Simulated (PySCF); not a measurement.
## P (phosphorus, neutral) across methods

[Ne] 3s1 3p3 4s1, high-spin 6S determinant (an excited configuration). Computed with PySCF 2.14 in aug-cc-pV(5+d)Z (8s7p6d4f3g2h, 136 functions), with the non-relativistic Hamiltonian (point nucleus).

```
method  E (hartree)  mean ε 3s α (eV)  mean ε 3p α (eV)  mean ε 4s α (eV)  Σ⟨r²⟩ (bohr²)   ⟨S²⟩
   UHF   -340.33195           -29.146           -16.052            -3.283          55.91  8.750
   LDA    -339.5395           -19.879           -10.828            -2.072          54.18  8.750
  PBE0    -340.6900           -22.447           -12.294            -2.365          55.14  8.750
   PBE    -340.6553           -20.011           -10.866            -1.962          54.85  8.750
```

**Question.** Estimate the same row for r2SCAN.

**Answer.** E (hartree) = -340.8066; mean ε 3s α (eV) = -21.102; mean ε 3p α (eV) = -11.398; mean ε 4s α (eV) = -1.978; Σ⟨r²⟩ (bohr²) = 55.32; ⟨S²⟩ = 8.750.

The outer electron is Rydberg-like, and this basis confines it to a smaller radius and binds it less than a complete one would.
